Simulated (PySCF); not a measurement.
CH5FN2Si2, SMILES [SiH2]1N[Si@H](F)C=N1. Geometry: PBE-D3(BJ)/def2-SVP. The structure was generated by enumeration; whether it is a known compound was not checked.

Method: PBE-D3(BJ)/def2-SVP run with PySCF 2.14.0.

Harmonic wavenumbers (cm⁻¹): 103, 175, 264, 344, 374, 436, 457, 589, 633, 664, 680, 700, 767, 812, 839, 847, 889, 908, 957, 1048, 1286, 1602, 2173, 2176, 2187, 2937, 3557. Rotational constants (GHz): 4.480, 1.835, 1.483; symmetry number 1.

**Question.** Work out the zero-point energy and the ideal-gas rigid-rotor harmonic-oscillator thermochemistry at 298.15 K and 1 atm.

**Answer.** ZPE = ½ Σ hcν = ½ × 28405 cm⁻¹ = 40.61 kcal/mol. H − E(el) = 45.61 kcal/mol. Entropy in cal/(mol K): translation 40.27, rotation 27.67, vibration 14.42, total 82.36. G − E(el) = 21.06 kcal/mol. Cp = 28.46 cal/(mol K). Modes under 150 cm⁻¹ make the vibrational entropy uncertain.
